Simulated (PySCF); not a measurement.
Diatomics of P with the second period

CCSD(T) with triple-zeta basis sets in PySCF, for the lowest determinant that a PBE0 search found; no spin–orbit coupling. De refers to high-spin ground-configuration atoms.

```tsv
M	basis	reference, frozen orbitals	state (unpaired electrons)	Re (Å)	ωe (cm⁻¹)	De (eV)
Li	x2c-TZVPPall	UHF, 5	triplet (π ↑↑)	2.334	489	1.55
Be	pcseg-2	UHF, 5	quartet (σ ↑, π ↑↑)	2.064	623	0.94
B	x2c-TZVPPall	ROHF, 6	triplet (σ ↑, π ↑)	1.754	940	3.11
N	def2-TZVPP	RHF, 6	singlet (closed shell)	1.502	1324	5.83
O	def2-TZVPP	UHF, 6	doublet (π ↑)	1.488	1224	5.75
F	def2-TZVPPD	UHF, 6	triplet (π ↑↑)	1.601	844	4.44
```

The shortest bond is that of PO (1.488 Å), the longest that of LiP (2.334 Å).

The rows differ in basis set, which adds steps of its own.

The state changes along the series, so neighbouring rows are not always alike in their bonding.

Correlated steps freeze the inner cores (5 to 6 orbitals); shallow outer-core shells are correlated. UHF and ROHF references stand side by side, which adds small steps between rows. Where the molecule has an RHF reference, its open-shell atoms are computed with UHF. States were picked by a PBE0 search and need not be the measured ground states.
